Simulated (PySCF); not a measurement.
**From computed data to an observable: chemical shift, span and skew from a shielding tensor**

Si(AsH2)(F)3 (AsF₃H₂Si), SMILES [AsH2][Si](F)(F)F. Atoms are numbered in the order given.

```xyz
7

F     -1.4459    -0.7557     1.2969
Si    -0.8677     0.0022     0.0000
F     -1.4459    -0.7557    -1.2969
F     -1.5110     1.4780     0.0000
As     1.4774    -0.0529     0.0000
H      1.5086     1.0075    -1.1022
H      1.5086     1.0075     1.1022
```
Charge 0, spin multiplicity 1.

Geometry optimised at B3LYP-D3(BJ)/def2-SVP.

GIAO shieldings from PySCF with HF/pcSseg-1, non-relativistic, no solvent. The symmetric part of the tensor of F1 has the principal values 277.8, 307.5, 416.1 ppm. The same nucleus in CFCl3 has σ = 238.5 ppm at this level (PySCF, at its B3LYP-D3(BJ)/def2-TZVP geometry).

Problem. Work out the isotropic shielding, the ¹⁹F shift against CFCl3, the span and the skew.

Solution. 
σ(iso) = (σ11 + σ22 + σ33)/3 = 333.8 ppm. δ = σ(ref) − σ(iso) = 238.5 − (333.8) = -95.3 ppm.
Span Ω = σ33 − σ11 = 138.3 ppm. Skew κ = 3(σ(iso) − σ22)/Ω = 0.57. Tumbling in solution averages the tensor to δ; in a static solid the shielding alone would spread this spin-1/2 line over Ω.
